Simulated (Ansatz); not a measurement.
Ansatz (a quantum-chemistry and plane-wave program) input (CCSD(T)/aug-cc-pV(D+d)Z):
A basis named .json is the Basis Set Exchange file of that set.

Ansatz 0.2 input:
```yaml
crystal:
  periodic: [false, false, false]
  atoms:
    - {symbol: Si, position_ang: [-0.01874998, -0.10841950, -0.26929664]}
    - {symbol: O, position_ang: [-0.35303730, 1.48618049, -0.28669800]}
    - {symbol: C, position_ang: [0.37833314, 2.46044631, -1.01506904]}
    - {symbol: O, position_ang: [1.48620311, -0.32750862, 0.31543927]}
    - {symbol: C, position_ang: [2.11114364, -1.58922916, 0.49469222]}
    - {symbol: O, position_ang: [-1.08178287, -0.86155627, 0.70924618]}
    - {symbol: C, position_ang: [-2.48914482, -0.86929764, 0.52514459]}
    - {symbol: H, position_ang: [-0.11425794, -0.66068261, -1.64102953]}
    - {symbol: H, position_ang: [0.47187409, 2.18420336, -2.07016023]}
    - {symbol: H, position_ang: [1.37808788, 2.58951184, -0.59415928]}
    - {symbol: H, position_ang: [-0.15963450, 3.40575871, -0.94923147]}
    - {symbol: H, position_ang: [1.62743393, -2.15102157, 1.29703047]}
    - {symbol: H, position_ang: [2.07965643, -2.18519971, -0.42297066]}
    - {symbol: H, position_ang: [3.15332772, -1.41528158, 0.76106393]}
    - {symbol: H, position_ang: [-2.92015781, -1.56526760, 1.24431976]}
    - {symbol: H, position_ang: [-2.90808785, 0.12490974, 0.69652398]}
    - {symbol: H, position_ang: [-2.75879745, -1.19749943, -0.48374022]}
basis:
  gaussian:
    orbitals: aug-cc-pV_D+d_Z.json
magnetization: {spin_polarized: false}
correlation: {method: ccsd_t, electrons: outside_noble_gas}
output: {forces: true}
```

Output:

```
Functional definition: HF
integrals: 2.16 GiB planned
2552 factors; integrals over basis functions are off by at most 8.2e-4 eV
1.53 GiB of device memory are held for the factors and their scratch space
mean field: 1.96 GiB planned
mean field evaluation 1: about -17221.7645 eV, gradient 5.2e1 eV
mean field evaluation 2: about -17221.8828 eV, gradient 5.2e1 eV
mean field evaluation 4: about -17227.7064 eV, gradient 5.1e0 eV
mean field evaluation 8: about -17227.7829 eV, gradient 2.2e-1 eV
mean field evaluation 16: about -17226.0201 eV, gradient 2.9e1 eV
mean field -17227.78305018 eV, -633.1093496835 hartree, gradient 3.7e-6 eV, S^2 0.000000; 0 other end points of the search recorded, 0 dependent functions left out
11 core orbitals not correlated
reference -17227.78305018 eV, -633.1093496835 hartree; 22, 22 occupied and 227, 227 virtual orbitals, 2552 factors
densities: 15.57 GiB planned
second order -30.95230611 eV of doubles, -0.00000000 eV of singles
coupled cluster: 14.41 GiB planned
cycle   1  -31.73756692 eV  change   -7.9e-1 eV  update   1.3e-1
cycle   2  -32.53992956 eV  change   -8.0e-1 eV  update   3.7e-2
cycle   3  -32.74978404 eV  change   -2.1e-1 eV  update   1.9e-2
cycle   4  -32.74124085 eV  change    8.5e-3 eV  update   4.1e-3
cycle   5  -32.73935155 eV  change    1.9e-3 eV  update   1.9e-3
cycle   6  -32.74055006 eV  change   -1.2e-3 eV  update   5.8e-4
cycle   7  -32.74035275 eV  change    2.0e-4 eV  update   2.2e-4
cycle   8  -32.74021463 eV  change    1.4e-4 eV  update   6.8e-5
cycle   9  -32.74021503 eV  change   -4.1e-7 eV  update   2.4e-5
cycle  10  -32.74022590 eV  change   -1.1e-5 eV  update   8.4e-6
perturbative correction -1.00363448 eV, -0.0368828869 hartree
the calculation of the forces begins
1.53 GiB of device memory are held for the factors and their scratch space
Total energy: -17261.52691057 eV, -634.3494136802 hartree
Atom 0 at    -0.018750    -0.108420    -0.269297 Å, force    -0.051204    -0.296078    -0.735411 eV/Å
Atom 1 at    -0.353037     1.486180    -0.286698 Å, force    -0.524951     0.458475     0.352740 eV/Å
Atom 2 at     0.378333     2.460446    -1.015069 Å, force     0.084310    -0.019923    -0.060518 eV/Å
Atom 3 at     1.486203    -0.327509     0.315439 Å, force     0.560998     0.470456     0.272306 eV/Å
Atom 4 at     2.111144    -1.589229     0.494692 Å, force    -0.044203    -0.093438    -0.021974 eV/Å
Atom 5 at    -1.081783    -0.861556     0.709246 Å, force     0.053590    -0.410619     0.662358 eV/Å
Atom 6 at    -2.489145    -0.869298     0.525145 Å, force    -0.051324     0.048497    -0.078622 eV/Å
Atom 7 at    -0.114258    -0.660683    -1.641030 Å, force    -0.010171    -0.058810    -0.146076 eV/Å
Atom 8 at     0.471874     2.184203    -2.070160 Å, force     0.035185    -0.127526    -0.448907 eV/Å
Atom 9 at     1.378088     2.589512    -0.594159 Å, force     0.424590     0.055017     0.182714 eV/Å
Atom 10 at    -0.159635     3.405759    -0.949231 Å, force    -0.228203     0.388509     0.027622 eV/Å
Atom 11 at     1.627434    -2.151022     1.297030 Å, force    -0.206181    -0.236381     0.343950 eV/Å
Atom 12 at     2.079656    -2.185200    -0.422971 Å, force    -0.019490    -0.247119    -0.396952 eV/Å
Atom 13 at     3.153328    -1.415282     0.761064 Å, force     0.431699     0.077254     0.106988 eV/Å
Atom 14 at    -2.920158    -1.565268     1.244320 Å, force    -0.173399    -0.291726     0.297671 eV/Å
Atom 15 at    -2.908088     0.124910     0.696524 Å, force    -0.176448     0.424002     0.076008 eV/Å
Atom 16 at    -2.758797    -1.197499    -0.483740 Å, force    -0.104799    -0.140590    -0.433901 eV/Å
Dipole moment:    -0.014873    -0.085999    -0.213608 e Å
```
